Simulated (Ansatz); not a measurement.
`[NH2][In]([Cl])[Br]` + NH₃ → `[NH2][In]([NH2])[Br]` + HCl at 700 K and 1 bar (ligand exchange at the In–Cl bond).

Calculated with Ansatz (gas phase, PBE0-D4/def2-TZVP geometries, no zero-point term in ΔE). CCSD(T)/CBS adds triple-zeta CCSD(T) − MP2 to the extrapolated MP2 energy (def2 sets, frozen cores). This one scheme is used for every species. def2 core potentials past Kr. For Br, In outer-core shells are correlated without core-valence functions, which leaves a few kJ/mol of doubt a bond. Scalar relativity is left out up to krypton. Each species was taken in one conformer, which may not be the lowest.

```tsv
species	CCSD(T)/CBS energy (Eh)	H − E (kJ/mol)	S (J/(mol·K))
`[NH2][In]([Cl])[Br]`	-3278.93729	132.1	454.3
NH₃	-56.50880	116.9	226.5
`[NH2][In]([NH2])[Br]`	-2875.02519	205.1	473.5
HCl	-460.38127	38.4	211.8
```

H − E and S are ideal-gas, rigid-rotor, harmonic terms from PBE0-D4/def2-TZVP, for one conformer and one mirror image of each species. 1 Eh = 2625.50 kJ/mol, R = 8.31446 J/(mol·K).

By hand: ΔE, ΔH, ΔS and ΔG.

ΔE = (-2875.02519) + (-460.38127) − (-3278.93729) − (-56.50880) = 0.03963 Eh = 104.0 kJ/mol. Δ(H − E) = 205.1 + 38.4 − 132.1 − 116.9 = -5.5, so ΔH = 98.5 kJ/mol. ΔS = 473.5 + 211.8 − 454.3 − 226.5 = 4.5 J/(mol·K). ΔG = 98.5 − 700 × (4.5)/1000 = 95.3 kJ/mol.

By hand: the equilibrium constant, and the temperature at which ΔG would vanish if ΔH and ΔS stayed fixed.

log₁₀ K = −ΔG/(RT ln 10) = -7.1. ΔG = 0 at ΔH/ΔS = 21889 K, far beyond where these terms or the molecules hold.

The number of gas molecules stays the same, so ΔS is small and ΔH decides. A doubt of 5 kJ/mol in ΔE shifts log₁₀ K by 0.4 here. Other conformers and mirror images would add mixing entropy, several J/(mol·K) or more a flexible species. These are equilibria of isolated gas molecules and say nothing of rates. Largest T1 diagnostic: 0.012 (customary marks: 0.02 for closed shells, 0.045 for open ones).
